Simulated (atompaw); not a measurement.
# Building the PAW (atompaw) potential for Au (Z = 79) (PBE, scalar-relativistic).

```
Element                 : gold (Au)
Generator               : atompaw 4.2.0.5
Type                    : PAW
Functional              : PBE
Relativity              : scalar-relativistic
Frozen core             : [Kr] 4d10 4f14
Valence charge          : 19
Reference configuration : 5s2 5p6 5d10 6s0 6p0 (charge +1)
Partial waves           : 5s (bound); 6s (bound, empty); 5p (bound); 6p (bound, empty); 5d (bound); 5d channel at -0.45 Ry
Local potential         : troulliermartins scheme with l = 3 at 0 Ry, radius 2.20 bohr
Core correction         : smooth core density matched at 1.90 bohr
Augmentation charge     : sinc compensation charge, radius 2.30 bohr; PAW radius 2.60 bohr; waves and projectors: bloechl
```

All-electron outer shells of the reference configuration (PBE, scalar-relativistic, ld1.x):

```
shell  level (eV)  outermost node (bohr)  outermost maximum (bohr)
   5s     -116.88                   0.48                      0.84
   4f      -89.58                      –                      0.37
   5p      -68.34                   0.52                      0.96
   5d      -15.33                   0.56                      1.21
   6s      -13.21                   1.11                      2.24
   6p       -6.71                   1.31                      3.06
```

Problem. Does the generator finish with these settings?

Solution. Yes, a potential is produced.

Problem. Estimate the cutoffs (Ry, on a coarse ladder) from which the occupation-weighted sum of valence levels, in a spherical-Bessel basis at the reference potential, stays within 10 and 1 mRy of its value at 400 Ry.

Solution. 40 Ry and 60 Ry.

Problem. Does the potential have ghost states?

Solution. No extra level below or beside the all-electron valence levels (s, p, d, f tested).

Problem. Is the overlap operator S = 1 + Σ q|β⟩⟨β| positive definite (Bessel basis up to 400 Ry)?

Solution. Yes: its lowest eigenvalue is 0.61 (s channel).
